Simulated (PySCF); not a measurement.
## Polarisability of `C[Se+](C)C`

Species: C3H9Se (charge +1).
Geometry (PBE0-D3(BJ)/def2-SVP, Å), atoms numbered from 1 in this order:
```
atom  x, y, z in Å
C1    -0.375    1.641    0.355
Se2   -0.165   -0.170    0.989
C3     1.596   -0.556    0.301
C4    -1.240   -1.102   -0.314
H5    -0.126    1.695   -0.712
H6     0.293    2.277    0.952
H7    -1.419    1.931    0.535
H8     1.632   -0.344   -0.776
H9     1.803   -1.616    0.504
H10    2.308    0.072    0.853
H11   -0.959   -0.784   -1.327
H12   -1.067   -2.177   -0.173
H13   -2.291   -0.865   -0.101
```

Level: wB97X-D/def2-SVPD (PySCF), static field, nuclei fixed, core orbitals frozen in the response. The polarisability tensor in these axes (au):

```
x   62.68 -0.42  2.25
y   -0.42 62.63  2.33
z    2.25  2.33 50.63
```

Q: Give the principal values, the mean and the anisotropy Δα = √{½[(α1 − α2)² + (α2 − α3)² + (α1 − α3)²]}.

A: Principal values 49.79, 63.07 and 63.09 au; mean 58.65 au = 8.69 Å³ = 9.67 × 10⁻⁴⁰ C²·m²/J; Δα = 13.29 au (23 % of the mean).

Q: Give the eigenvalues of the traceless quadrupole moment Θ = ½Σq(3rr − r²1), origin at the centre of nuclear charge.

A: -6.98, 3.48, 3.49 D·Å. The values depend on the origin, since the species is charged. The electronic extent ⟨r²⟩ about the same centre is 468 bohr², a root-mean-square distance of 1.48 Å for the 60 electrons.

Q: Rayleigh depolarisation ratio (linearly polarised light, static tensor)?

A: ρ = 3Δα²/(45ᾱ² + 4Δα²) = 529.9/(154777 + 706.6) = 0.00341.

Q: In TDDFT the mean static polarisability is Σ f/ω² over all singlet excitations (ω in hartree). How much of it do the 10 lowest give? Their energies (eV) and oscillator strengths: 7.81, 0.0773; 7.81, 0.0774; 8.71, 0.0365; 9.13, 0.0000; 9.62, 0.1102; 9.62, 0.1102; 9.65, 0.0066; 9.96, 0.0493; 10.45, 0.0774; 10.45, 0.0768.

A: They add up to 5.47 au, 9.3 % of the 58.65 au; the largest single term is 0.94 au, from the state at 7.81 eV. Terms in order: 0.94, 0.94, 0.36, 0.00, 0.88, 0.88, 0.05, 0.37, 0.52, 0.52 au. Higher excitations give the rest. The strengths listed sum to 0.622.

Geometry: PBE0-D3(BJ)/def2-SVP; no solvent, vibrations or thermal averaging. The calculation is non-relativistic, for selenium too.

These values come from a run that also computed excited states and ΔSCF ions. Hardware: Arm Neoverse V1, one thread, shared host. Cost: 78 s wall.
